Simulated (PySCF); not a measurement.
Compound: methyl thiophene-2-carboxylate, C6H6O2S.
SMILES with atom numbers: `[CH3:1][O:2][C:3](=[O:4])[c:5]1[cH:6][cH:7][cH:8][s:9]1`

NICS is the negative of the GIAO shielding at a point without a nucleus: at the ring centre (0) and 1 Å above and below it (1); zz is the component along the ring normal. Level: GIAO PBE0/pcSseg-1 (PySCF, non-relativistic, gas phase) on the GFN2-xTB geometry, one conformer.

Ring bond lengths (Å), with Mayer bond orders in brackets: C5–C6 1.371 (1.50), C6–C7 1.405 (1.30), C7–C8 1.363 (1.54), C8–S9 1.713 (1.19), S9–C5 1.730 (1.14).

Task: Give the NICS values of each ring in ppm.

Result: 
```tsv
ring	type	NICS(0)	NICS(1), two faces	NICS(1)zz, two faces	rms pucker (Å)	centre to ring atoms, mean (Å)
C5–C6–C7–C8–S9	5-membered ring with S; formal bonds all aromatic	-12.2	-11.3 / -11.3	-26.0 / -26.0	0.00	1.28
```

Task: What can be read from them?

Result: 
- C5–C6–C7–C8–S9: mean NICS(1)zz -26.0 ppm, shielded. For a flat ring without four-coordinate atoms the NICS criterion counts such a value as aromatic.

Task: And the bond-length index? Use HOMA with the parameters of Krygowski (1993).

Result: 
- C5–C6–C7–C8–S9: HOMA 0.86; the largest term is that of S9–C5, α(R − Ropt)² = 0.26. The geometric and the magnetic index point the same way.

Task: At the first NICS(1) probe listed for ring C5–C6–C7–C8–S9, 1 Å off the ring, what do the in-plane components average?

Result: The isotropic value is a third of the trace: (3 × -11.3 − (-26.0))/2 = -4.0 ppm.

Task: How shielded are the nuclei of the rings and their hydrogens (means over atoms taken as equivalent)?

Result: 
```
  atoms                        environment  σ isotropic (ppm)  principal values of the symmetric part, first atom (ppm)
     C5        substituted aromatic carbon               44.4                                        -22.9, 43.1, 113.1
     C6                 aromatic CH carbon               46.6                                        -36.7, 21.2, 155.4
     C7                 aromatic CH carbon               55.0                                        -25.1, 38.5, 151.7
     C8  aromatic CH next to a ring sulfur               45.0                                        -47.9, 39.4, 143.4
     S9              thiophene-type sulfur              261.7                                       124.7, 241.5, 418.8
H on C6                  aromatic hydrogen              23.57                                          20.2, 23.5, 27.0
H on C7                  aromatic hydrogen              24.43                                          21.2, 24.7, 27.3
H on C8                  aromatic hydrogen              24.32                                          21.4, 24.3, 27.3
```

The values belong to the conformer `[CH3:1][O:2][C:3](=[O:4])[c:5]1[cH:6][cH:7][cH:8][s:9]1`: C1–O2–C3–O4 1°, O2–C3–C5–C6 180°.
